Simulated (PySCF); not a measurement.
2-hydroxy-3H-oxaborole (C3H5BO2), SMILES C1C=COB1O. Atoms are numbered in the order given.

```xyz
11

O     -0.1112    -2.1180     0.0000
B      0.0034    -0.7613     0.0000
C      1.2669     0.2158     0.0000
C      0.5491     1.5459     0.0000
C     -0.7837     1.3319     0.0000
O     -1.1679    -0.0008     0.0000
H      0.7572    -2.5543     0.0000
H      1.9270     0.0789    -0.8868
H      1.9270     0.0789     0.8868
H      1.0222     2.5373     0.0000
H     -1.6119     2.0548     0.0000
```
Charge 0, spin multiplicity 1.

The structure is a stationary point at PBE-D3(BJ)/def2-SVP. Other conformers were not sampled.

Computed with PBE0/def2-TZVP (PySCF).

Symmetry labels are those of the subgroup Cs that the program uses (full group Cs).

Computed valence orbital energies around the gap with their symmetry:
| orbital | symmetry | energy (eV) |
|---|---|---|
| HOMO−7 | A" | -12.53 |
| HOMO−6 | A' | -11.87 |
| HOMO−5 | A" | -10.88 |
| HOMO−4 | A' | -10.58 |
| HOMO−3 | A' | -10.32 |
| HOMO−2 | A" | -10.13 |
| HOMO−1 | A' | -8.97 |
| HOMO | A" | -6.65 |
| LUMO | A" | 0.24 |
| LUMO+1 | A' | 0.56 |
| LUMO+2 | A" | 1.41 |
| LUMO+3 | A' | 1.73 |
